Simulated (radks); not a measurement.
Bi39+, configuration [Kr] 4d8. Calculated with a radial shooting solver on a logarithmic mesh with Libxc functionals: scalar-relativistic Kohn-Sham, PBEsol, spin-polarised, spherical densities, finite nucleus; open shells are filled with parallel spins first (spin-orbit coupling, left out, can overturn this in heavy ions); Fermi nuclear charge, rms radius 5.5211 fm. Some entries of the table are withheld. Estimate them.

| orbital | occ. | eigenvalue (eV) | <r> (bohr) |
|---|---|---|---|
| 1s up | 1 | -92261.99 | 0.01580 |
| 1s down | 1 | -92261.92 | 0.01580 |
| 2s up | 1 | -17960.58 | 0.06651 |
| 2s down | 1 | -17958.17 | 0.06651 |
| 2p up | 3 | -15614.43 | 0.06056 |
| 2p down | 3 | -15612.41 | 0.06056 |
| 3s up | 1 | -5590.673 | 0.1706 |
| 3s down | 1 | -5589.350 | 0.1706 |
| 3p up | 3 | -4918.082 | 0.1723 |
| 3p down | 3 | -4916.637 | 0.1723 |
| 3d up | 5 | -4250.316 | 0.1559 |
| 3d down | 5 | -4248.258 | 0.1559 |
| 4s up | 1 | -2395.823 | 0.3516 |
| 4s down | 1 | -2390.557 | 0.3517 |
| 4p up | 3 | -2154.302 | 0.3665 |
| 4p down | 3 | -2149.137 | 0.3666 |
| 4d up | 5 | (1) | (2) |
| 4d down | 3 | (3) | (4) |
| 5s up | 0 | -1311.638 | 0.6204 |
| 5s down | 0 | -1309.250 | 0.6211 |
| 5p up | 0 | -1206.815 | 0.6500 |
| 5p down | 0 | -1204.642 | 0.6508 |

Answer. 
(1) 4d up eigenvalue (eV): -1893.183
(2) 4d up <r> (bohr): 0.3674
(3) 4d down eigenvalue (eV): -1887.992
(4) 4d down <r> (bohr): 0.3676
